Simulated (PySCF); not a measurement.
dibromo(difluoro)methane (CBr2F2), SMILES FC(F)(Br)Br.

Coordinates come from a PBE-D3(BJ)/def2-SVP optimisation.

The numbers are results of PBE/def2-TZVP run with PySCF, not measurements.

Computed frontier levels, gap, dipole moment and polarisability:
```yaml
highest_occupied_level: -7.27 eV
lowest_empty_level: -2.89 eV
orbital_gap: 4.39 eV
dipole_moment: 0.27 D
quadrupole, principal values (traceless, Buckingham form, about the centre of nuclear charge): -2.19, -0.35, 2.54 D·Å
mean_static_polarisability: 55.1 bohr³ (8.16 Å³)
polarisability_principal_values: 42.3, 49.9, 73.0 bohr³
```
